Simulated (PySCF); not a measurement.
C3H7BF2O, SMILES CC[C@@H](F)B(O)F.

Geometry optimised at B3LYP-D3(BJ)/def2-SVP. The structure was generated by enumeration; whether it is a known compound was not checked. Other conformers were not sampled.

Method: PySCF 2.14.0 with B3LYP-D3(BJ)/def2-SVP.

Frequencies are harmonic and unscaled.

| mode | ν (cm⁻¹) | IR (km/mol) | moving atoms (share of kinetic energy) |
|---|---|---|---|
| 1 | 32 | 1.2 | F 52 %, O 24 %, C 13 %, H 11 % |
| 2 | 99 | 0.0 | C 41 %, H 30 %, F 15 %, O 14 % |
| 3 | 176 | 2.8 | H 33 %, C 26 %, F 24 %, O 17 % |
| 4 | 208 | 4.3 | F 52 %, C 27 %, H 13 % |
| 5 | 239 | 1.5 | H 69 %, F 25 % |
| 6 | 327 | 0.9 | H 34 %, F 26 %, C 23 %, O 14 % |
| 7 | 425 | 9.0 | F 38 %, H 21 %, O 20 %, C 14 % |
| 8 | 470 | 25.5 | B 31 %, C 26 %, F 18 %, H 14 %, O 11 % |
| 9 | 498 | 11.6 | C 37 %, F 24 %, H 19 %, O 13 %, B 8 % |
| 10 | 559 | 83.2 | H 89 % |
| 11 | 665 | 7.7 | B 26 %, F 25 %, O 22 %, C 15 %, H 11 % |
| 12 | 773 | 4.4 | H 63 %, C 22 % |
| 13 | 804 | 12.6 | C 37 %, H 30 %, B 23 % |
| 14 | 903 | 7.6 | C 54 %, H 39 % |
| 15 | 975 | 61.4 | H 70 %, F 14 % |
| 16 | 992 | 124.3 | H 61 %, C 23 %, F 13 % |
| 17 | 1049 | 5.8 | H 67 %, C 26 % |
| 18 | 1101 | 22.7 | C 65 %, H 28 % |
| 19 | 1137 | 50.6 | C 48 %, H 40 %, F 8 % |
| 20 | 1242 | 45.2 | H 55 %, C 24 %, B 13 % |
| 21 | 1279 | 43.4 | H 74 %, C 13 %, B 9 % |
| 22 | 1320 | 55.6 | H 66 %, C 23 % |
| 23 | 1360 | 6.3 | H 70 %, C 29 % |
| 24 | 1402 | 10.7 | H 72 %, C 26 % |
| 25 | 1423 | 127.5 | B 36 %, C 28 %, H 27 % |
| 26 | 1453 | 87.6 | H 71 %, B 17 % |
| 27 | 1467 | 132.4 | H 46 %, B 39 % |
| 28 | 1474 | 24.9 | H 76 %, B 16 % |
| 29 | 1484 | 17.9 | H 93 % |
| 30 | 2986 | 23.5 | H 93 % |
| 31 | 3015 | 46.6 | H 94 % |
| 32 | 3031 | 12.9 | H 97 % |
| 33 | 3069 | 18.4 | H 91 %, C 9 % |
| 34 | 3111 | 30.8 | H 91 %, C 9 % |
| 35 | 3132 | 11.9 | H 90 %, C 10 % |
| 36 | 3871 | 62.6 | H 94 % |
